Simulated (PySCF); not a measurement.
C3H6NSi (doublet state).
Geometry (GFN2-xTB, Å), atoms numbered from 1 in this order:
```
atom  x, y, z in Å
C1     0.6922   -1.4278   -0.3414
N2    -0.5148   -1.5299   -0.5066
C3    -1.3451   -0.3524   -0.2558
Si4   -0.0899    1.0185    0.2837
C5     1.4096   -0.2223    0.0916
H6    -2.0842   -0.6172    0.5030
H7    -1.8971   -0.1290   -1.1710
H8    -0.2586    1.4560    1.6678
H9     0.0014    2.1308   -0.6598
H10    1.9512   -0.4064    1.0185
H11    2.1408    0.0824   -0.6561
```

The species is `[C]1=NC[SiH2]C1` [radical].

Computed, not measured: UKS B3LYP, pcH-1 on C H N Si, non-relativistic, mean-field spin-orbit, GIAO (PySCF 2.14.0). Geometry: GFN2-xTB; no solvent, vibrations or thermal averaging. Couplings are sensitive to structure, and on GFN2-xTB geometries they can be far from those on DFT ones. The SCF solution wasn't tested for stability.

Task: What is the g tensor, term by term?

Result: 
```json
{"Δg (ppm)": "relativistic mass correction", "1": "-182", "2": "-182", "3": "-182"}
{"Δg (ppm)": "gauge correction", "1": "7", "2": "35", "3": "-70"}
{"Δg (ppm)": "orbital Zeeman/spin–orbit", "1": "-1938", "2": "454", "3": "2073"}
{"Δg (ppm)": "total", "1": "-2113", "2": "306", "3": "1821"}
```

So g = 2.00021, 2.00263, 2.00414 and g_iso = 2.00232; the tensor is rhombic: the two nearest values differ by 39 % of g3 − g1. Axes: g1 points within 2° of the C1–N2 bond.

Task: What effective moment and Curie constant follow for a powder?

Result: With the mean of g² = 4.0093 and S(S+1) = 0.75: μ_eff = √(⟨g²⟩S(S+1)) = 1.734 μB and χT = 0.12505·⟨g²⟩·S(S+1) = 0.376 cm³ K/mol (cgs; spin-Hamiltonian part alone).

Task: What are the electron Larmor frequencies g μB B/h along the three axes at 340 mT?

Result: 9.5184, 9.5299, 9.5371 GHz for g1, g2 and g3, a range of 18.7 MHz.

Task: In a frozen sample, at which fields do the three g values resonate at 9.5, 34, 94 and 263 GHz (hyperfine left aside), and which band first spreads them over more than twice a line width of 0.5 mT?

Result: 
| band | GHz | B(g3) mT | B(g2) mT | B(g1) mT | spread mT |
| --- | --- | --- | --- | --- | --- |
| X | 9.5 | 338.68 | 338.93 | 339.34 | 0.67 |
| Q | 34.0 | 1212.10 | 1213.02 | 1214.49 | 2.38 |
| W | 94.0 | 3351.11 | 3353.64 | 3357.70 | 6.59 |
| J | 263.0 | 9375.97 | 9383.06 | 9394.41 | 18.44 |

The spread grows in proportion to the frequency. Q band is the first where it exceeds 1.0 mT.

The largest Mulliken spin populations are on C1 (+0.73), Si4 (+0.13) and C3 (+0.09). No atom but C1 exceeds +0.15.

The HOMO–LUMO gaps are 5.61 eV among the α and 5.12 eV among the β orbitals.
